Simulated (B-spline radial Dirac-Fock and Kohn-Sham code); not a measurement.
## X-ray form factors of technetium in several charge states

Level of theory: Dirac-Fock orbitals of the configuration average with a finite nucleus; a radial B-spline solver.

Configurations: Tc²⁷⁺ [Ne] 3s2 3p4; Tc²⁸⁺ [Ne] 3s2 3p3; Tc²⁹⁺ [Ne] 3s2 3p2; Tc³⁰⁺ [Ne] 3s2 3p1. The first column is f₀ of Tc²⁷⁺, the others are differences from it.

```
s (Å⁻¹)   Tc²⁷⁺  Δ Tc²⁸⁺  Δ Tc²⁹⁺  Δ Tc³⁰⁺
      0  16.000   -1.000   -2.000   -3.000
    0.1  15.921   -0.988   -1.977   -2.966
    0.2  15.687   -0.953   -1.908   -2.864
    0.3  15.311   -0.897   -1.798   -2.703
    0.4  14.811   -0.824   -1.654   -2.490
    0.5  14.210   -0.738   -1.485   -2.239
    0.7  12.815   -0.546   -1.104   -1.674
    0.9  11.338   -0.357   -0.729   -1.114
    1.1   9.951   -0.200   -0.413   -0.639
    1.4   8.248   -0.047   -0.102   -0.167
```

Values without a named source are computed, but for edge energies of neutral atoms, which are taken from tables.
